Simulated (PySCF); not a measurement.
Compound: C7H15NOSi.
Numbering: `[CH2:1]1[CH2:2][CH2:3][N:4]([Si@@H:5]2[CH2:6][CH2:7][CH2:8][O:9]2)[CH2:10]1` (hydrogens: H11, H12 on C1; H13, H14 on C2; H15, H16 on C3; H17 on Si5; H18, H19 on C6; H20, H21 on C7; H22, H23 on C8; H24, H25 on C10)

The calculation used PySCF, PBE0-D3(BJ)/def2-SVP geometry optimisation, gas phase.

Q: What internal coordinates does the optimisation give?

A: 
```json
{"bond": "C1–C2", "length (Å)": "1.544", "order": "single"}
{"bond": "C3–N4, N4–C10", "length (Å)": "1.447", "order": "single"}
{"bond": "N4–Si5", "length (Å)": "1.727", "order": "single"}
{"bond": "Si5–C6", "length (Å)": "1.879", "order": "single"}
{"bond": "C6–C7", "length (Å)": "1.538", "order": "single"}
{"bond": "C7–C8", "length (Å)": "1.531", "order": "single"}
{"bond": "C8–O9", "length (Å)": "1.416", "order": "single"}
{"bond": "C1–C10, C2–C3", "length (Å)": "1.538", "order": "single"}
{"bond": "Si5–O9", "length (Å)": "1.681", "order": "single"}
{"bond": "C1–H11, C2–H13", "length (Å)": "1.100", "order": "single"}
{"bond": "C1–H12, C2–H14", "length (Å)": "1.100", "order": "single"}
{"bond": "C3–H15", "length (Å)": "1.102", "order": "single"}
{"bond": "C3–H16", "length (Å)": "1.111", "order": "single"}
{"bond": "Si5–H17", "length (Å)": "1.496", "order": "single"}
{"bond": "C6–H18", "length (Å)": "1.099", "order": "single"}
{"bond": "C6–H19", "length (Å)": "1.104", "order": "single"}
{"bond": "C7–H20", "length (Å)": "1.103", "order": "single"}
{"bond": "C7–H21", "length (Å)": "1.102", "order": "single"}
{"bond": "C8–H22", "length (Å)": "1.107", "order": "single"}
{"bond": "C8–H23", "length (Å)": "1.102", "order": "single"}
{"bond": "C10–H24", "length (Å)": "1.100", "order": "single"}
{"bond": "C10–H25", "length (Å)": "1.111", "order": "single"}
```

Bonds in one row agree within 0.01 Å and their mean is given. Orders are formal, as drawn. A selection of angles:
```json
{"angle": "C2–C1–C10", "degrees": "104.6"}
{"angle": "C2–C3–N4", "degrees": "103.9"}
{"angle": "C3–N4–Si5", "degrees": "126.3"}
{"angle": "C3–N4–C10", "degrees": "106.6"}
{"angle": "N4–Si5–C6", "degrees": "112.3"}
{"angle": "N4–Si5–O9", "degrees": "108.5"}
{"angle": "C6–Si5–O9", "degrees": "96.0"}
{"angle": "Si5–C6–C7", "degrees": "98.9"}
{"angle": "C6–C7–C8", "degrees": "107.8"}
{"angle": "C7–C8–O9", "degrees": "109.5"}
{"angle": "Si5–O9–C8", "degrees": "112.1"}
```

Torsions: C10–C1–C2–C3 1° (synperiplanar); C1–C2–C3–N4 22° (synperiplanar); C2–C3–N4–Si5 155° (antiperiplanar); C3–N4–Si5–C6 -58° (synclinal); N4–Si5–C6–C7 -87° (synclinal); Si5–C6–C7–C8 -39° (synclinal); C6–C7–C8–O9 39° (synclinal); C7–C8–O9–Si5 -18° (synperiplanar); C3–N4–C10–C1 41° (synclinal); C2–C1–C10–N4 -25° (synperiplanar); N4–Si5–O9–C8 111° (anticlinal).

N4 (silicon-bound nitrogen) is almost planar (angles 126.3°, 125.2° and 106.6°, sum 358.1°, 0.12 Å off the plane of its three neighbours). The 5-membered ring C1–C2–C3–N4–C10 has internal angles of 103.6° to 106.6° (sum 523°, against 540° for a flat polygon); it is puckered, 0.17 Å rms from its mean plane, widest ring torsion 41°. The 5-membered ring Si5–C6–C7–C8–O9 has internal angles of 96.0° to 112.1°; it is puckered, 0.18 Å rms from its mean plane, widest ring torsion 39°. Si5 (oxygen-bound silicon) has angles from 96.0° to 115.5°. O9 (silyl ether oxygen) is bent (angle 112.1°). Of the pairs four or more bonds apart, O9···H24 is among the closest relative to their van der Waals radii: 2.72 Å, 100 % of the sum of Bondi's values.

Point group: C1 (no symmetry element, even within 0.4 Å). Not checked by PBE0-D3(BJ)/def2-SVP frequencies. One conformer, not necessarily the lowest.
